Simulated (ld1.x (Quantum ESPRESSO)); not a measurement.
Which change was made? (Mg, PAW)

Mg (Z = 12), PAW, made with ld1.x (Quantum ESPRESSO) 7.5 (PBE, non-relativistic). Core [Ne], reference 3s1.5 3p0.5. Waves: 3s (bound): rcut 2.55, rcutus 2.85 bohr; 3s channel at 0.7 Ry: rcut 2.55, rcutus 2.85 bohr; 3p (bound): rcut 3.25, rcutus 3.80 bohr; 3p channel at 4.5 Ry: rcut 3.25, rcutus 3.80 bohr; 3d channel at 0.3 Ry: rc 3.60 bohr. Local part: the d channel. Core correction: Bessel-smoothed model core inside 1.85 bohr. Augmentation charge: BESSEL, radius 2.50 bohr.

Cutoffs, loose and tight: the cutoffs (Ry, on a coarse ladder) from which the occupation-weighted sum of valence levels, in a spherical-Bessel basis at the reference potential, stays within 10 and 1 mRy of its value at 400 Ry. They do not see the model core or the augmentation charge, which bear on the density cutoff. Test errors are all-electron minus pseudo excitation energies from the reference, over the configurations 3s2 3p0; 3s1 3p0; 3s1.5 3p0; 3s1 3p1; 3s0 3p2; 3s0 3p1; variants that change the core or the reference have their own tests. The largest error is taken over the tests solved by every variant that gives reliable tests at all, those not shown here included: 3s1 3p0; 3s1.5 3p0; 3s2 3p0.

The base gives: outcome: generated; cutoff, loose: 6 Ry; cutoff, tight: 6 Ry; bound ghosts: none; largest test error (meV): -2.2.

**Question.** After one change the result is: outcome: failed: new_paw_hamiltonian: negative rho. Which change was it?
A. augmentation BESSEL, radius 2.30 bohr
B. waves 3p (bound): rcut 3.25, rcutus 4.68 bohr; 3p channel at 4.5 Ry: rcut 3.25, rcutus 4.68 bohr
C. core [He] 2s2, valence charge 8; reference 2p6 3s2 3p0; waves now 3s (bound): rcut 2.25, rcutus 2.60 bohr; 3s channel at 0.7 Ry: rcut 2.25, rcutus 2.60 bohr; 2p (bound): rcut 1.05, rcutus 1.20 bohr; 3p (bound): rcut 1.05, rcutus 1.20 bohr; 3d channel at 0.3 Ry: rc 2.25 bohr; core correction a·sin(br)/r model core, default radius (core density twice the valence density); augmentation BESSEL, radius 1.05 bohr
D. scalar-relativistic; added wave 3d channel at 0.4 Ry: rc 3.60 bohr; local potential all-electron potential smoothed inside 2.60 bohr (lloc = -1)

**Answer.** A. The others give: waves 3p (bound): rcut 3.25, rcutus 4.68 bohr; 3p channel at 4.5 Ry: rcut 3.25, rcutus 4.68 bohr → outcome: generated, overlap not positive; bound ghosts: not determined (overlap not positive); largest test error (meV): -2.3 | core [He] 2s2, valence charge 8; reference 2p6 3s2 3p0; waves now 3s (bound): rcut 2.25, rcutus 2.60 bohr; 3s channel at 0.7 Ry: rcut 2.25, rcutus 2.60 bohr; 2p (bound): rcut 1.05, rcutus 1.20 bohr; 3p (bound): rcut 1.05, rcutus 1.20 bohr; 3d channel at 0.3 Ry: rc 2.25 bohr; core correction a·sin(br)/r model core, default radius (core density twice the valence density); augmentation BESSEL, radius 1.05 bohr → outcome: generated; cutoff, loose: 55 Ry; cutoff, tight: 100 Ry; bound ghosts: none; largest test error (meV): test run stopped at test 1 of 7 (negative rho) | scalar-relativistic; added wave 3d channel at 0.4 Ry: rc 3.60 bohr; local potential all-electron potential smoothed inside 2.60 bohr (lloc = -1) → outcome: failed: invmat: error in DGETRF. A file whose overlap is not positive is unfit for use, and its test errors describe a broken file.
